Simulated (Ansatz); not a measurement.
Relaxation of C2H9NSSi (14 atoms, charge 0, multiplicity 1), to a largest force component of 0.015 eV/Å in at most 40 steps.

The calculation used RKS PBE0-D4/def2-SVP in Ansatz.

```xyz
14
Properties=species:S:1:pos:R:3
N -0.766 2.185 0.469
C -1.357 0.893 0.729
C -0.660 -0.198 -0.075
S 1.208 -0.297 0.413
Si 1.894 -1.807 -0.944
H -0.030 2.157 -0.167
H -1.481 2.814 0.023
H -2.377 0.907 0.455
H -1.287 0.706 1.847
H -1.105 -1.163 0.158
H -0.713 0.007 -1.114
H 3.351 -2.016 -0.631
H 1.073 -3.024 -0.727
H 1.670 -1.318 -2.301
```

Task: Where does it end, and by what steps?

Result: It converged. The force dipped under the threshold on the way, but the program's further checks kept it going. After 14 steps the energy has fallen by 0.511 eV; H7 moved furthest, 0.94 Å.

| step | energy less start (eV) | largest force component (eV/Å) | accepted |
| --- | --- | --- | --- |
| 0 | 0.0000 | 2.940 | yes |
| 1 | -0.2736 | 0.805 | yes |
| 2 | -0.3437 | 0.470 | yes |
| 3 | -0.3684 | 0.277 | yes |
| 4 | -0.3861 | 1.123 | yes |
| 5 | -0.4489 | 0.326 | yes |
| 6 | -0.4964 | 0.194 | yes |
| 7 | -0.5067 | 0.155 | yes |
| 8 | -0.5081 | 0.105 | yes |
| 9 | -0.5077 | 0.134 | no |
| 10 | -0.5104 | 0.018 | yes |
| 11 | -0.5105 | 0.043 | yes |
| 12 | -0.5105 | 0.018 | yes |
| 13 | -0.5105 | 0.005 | yes |
| 14 | -0.5106 | 0.005 | yes |

```xyz
14
Properties=species:S:1:pos:R:3
N -0.871 2.236 0.355
C -1.360 0.929 0.715
C -0.690 -0.265 0.034
S 1.089 -0.314 0.487
Si 1.802 -1.693 -0.982
H 0.126 2.303 0.557
H -0.969 2.391 -0.647
H -2.440 0.875 0.489
H -1.275 0.806 1.808
H -1.167 -1.209 0.344
H -0.783 -0.174 -1.062
H 3.271 -1.812 -0.760
H 1.157 -3.035 -0.840
H 1.528 -1.192 -2.365
```

Whether the end is a true minimum wasn't checked by a vibrational analysis.

The run took 76 s on 2 threads of Intel(R) Xeon(R) Platinum 8488C (Sapphire Rapids) (shared host), peak memory 0.32 GiB.
